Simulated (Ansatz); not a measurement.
The cluster Mn3, relaxed as a multiplicity 12 with UKS PBE0-D4/def2-TZVP in Ansatz, starting from the GFN2-xTB geometry. Force threshold 0.02 eV/Å.

The charge 0 multiplicity 12 is spin-contaminated (final ⟨S²⟩ up to 37.74, 35.75 for a pure state). The relaxation made no stability test and no search for a lower SCF solution. At PBE0-D4/def2-TZVP a octet of charge 0 lies 1.03 eV below the multiplicity 12, each at its own geometry. That octet is doubtful there (⟨S²⟩ 20.09, where a pure state has 15.75). The structure comes from a short search, and lower isomers may exist.

Start:

```xyz
3

Mn   -0.908   -0.753   -0.962
Mn    1.478    0.206   -0.333
Mn   -0.570    0.547    1.295
```

Problem. Estimate the energy that the relaxation releases and the steps that it takes.

Solution. 2.3 kcal/mol, in 3 steps; 8.5 s on 4 threads of AMD EPYC 9B14 on a shared host. No frequencies were taken in this run, so the end may be a saddle point.

Problem. Does the start keep its bonding and symmetry?

Solution. By distances, no bond broke or formed. The bond that changes most is Mn1–Mn2, from 2.65 to 2.52 Å (atoms count from 1). Point group Cs at the start, D3h at the end, both within 0.05 Å.

Problem. Predict the relaxed structure.

Solution. 
Cartesian coordinates in Å:
```
Mn -0.8615 -0.7197 -0.9223
Mn 1.4041 0.1946 -0.3191
Mn -0.5425 0.5251 1.2414
```
Bond lengths (bridged metal pairs left out): 3 × Mn–Mn 2.52 Å.
